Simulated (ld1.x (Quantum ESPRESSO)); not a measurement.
## cobalt (Co): one change to a PAW potential, before and after

* Element: Co
* Generator: ld1.x (Quantum ESPRESSO) 7.5
* Type: PAW
* Functional: LDA (PZ)
* Relativity: scalar-relativistic
* Frozen core: [Ne] 3s2
* Valence charge: 15
* Reference configuration: 3p6 3d7 4s2 4p0
* Partial waves: 4s (bound): rcut 1.85, rcutus 2.20 bohr; 4s channel at 2.75 Ry: rcut 1.85, rcutus 2.20 bohr; 3p (bound): rcut 1.15, rcutus 1.35 bohr; 4p (bound, empty): rcut 1.15, rcutus 1.35 bohr; 3d (bound): rcut 1.00, rcutus 1.10 bohr; 3d channel at 0.85 Ry: rcut 1.00, rcutus 1.10 bohr
* Local potential: all-electron potential smoothed inside 1.30 bohr (lloc = -1)
* Core correction: Bessel-smoothed model core, default radius (core density twice the valence density)
* Augmentation charge: PSQ, inside the norm-conserving radii

All-electron outer shells of the reference configuration (LDA (PZ), scalar-relativistic, ld1.x):

| shell | level (eV) | outermost node (bohr) | outermost maximum (bohr) |
| --- | --- | --- | --- |
| 2p | -769.46 | – | 0.17 |
| 3s | -101.87 | 0.31 | 0.67 |
| 3p | -65.51 | 0.28 | 0.68 |
| 3d | -8.46 | – | 0.66 |
| 4s | -5.68 | 0.96 | 2.29 |
| 4p | -1.39 | 1.05 | 3.21 |

Change: waves 4s (bound): rcut 1.85, rcutus 2.78 bohr; 4s channel at 2.75 Ry: rcut 1.85, rcutus 2.78 bohr.

Cutoffs: the cutoffs (Ry, on a coarse ladder) from which the occupation-weighted sum of valence levels, in a spherical-Bessel basis at the reference potential, stays within 10 and 1 mRy of its value at 400 Ry; they do not see the model core or the augmentation charge, which bear on the density cutoff. Errors are all-electron minus pseudo energies relative to the spin-unpolarised reference configuration.

**Question.** What does the change do?

**Answer.** The potential gets neither clearly harder nor softer (90 Ry and 160 Ry → 90 Ry and 160 Ry); both files keep a bound ghost (s); of the 9 tests that both files solve, the error grows in 3 and shrinks in 4 by more than 15 % and 0.3 meV (median size 4.9 → 8.7 meV).

| quantity | base | changed |
| --- | --- | --- |
| cutoff, loose | 90 Ry | 90 Ry |
| cutoff, tight | 160 Ry | 160 Ry |
| bound ghosts | s | s |
| error for 3p6 3d7 4s1 4p0, meV [ΔE 9.30 eV] | -1.8 | -8.7 |
| error for 3p6 3d7 4s0 4p0, meV [ΔE 26.38 eV] | -4.0 | -2.2 |
| error for 3p6 3d6 4s0 4p0, meV [ΔE 62.57 eV] | -31 | -32 |
| error for 3p6 3d6 4s2 4p0, meV [ΔE 15.46 eV] | -20 | -3.6 |
| error for 3p5 3d7 4s2 4p0, meV [ΔE 73.42 eV] | -58 | -37 |
| error for 3p6 3d7 4s1.5 4p0, meV [ΔE 3.72 eV] | -0.6 | -2.6 |
| error for 3p6 3d8 4s0 4p0, meV [ΔE 6.71 eV] | -16 | -13 |
| error for 3p6 3d7 4s2 4p0 (spin-polarised), meV [ΔE -1.98 eV] | -3.8 | -3.4 |
| error for 3p6 3d7 4s1 4p0 (spin-polarised), meV [ΔE 6.72 eV] | -4.9 | -12 |
| lowest overlap eigenvalue by channel | s 0.43, p 0.14, d 0.90 | s 0.31, p 0.14, d 0.90 |

 A true bound ghost makes a file unfit for plane-wave use even where its test errors are small: the radial tests pick states by their node count and pass the ghost by.
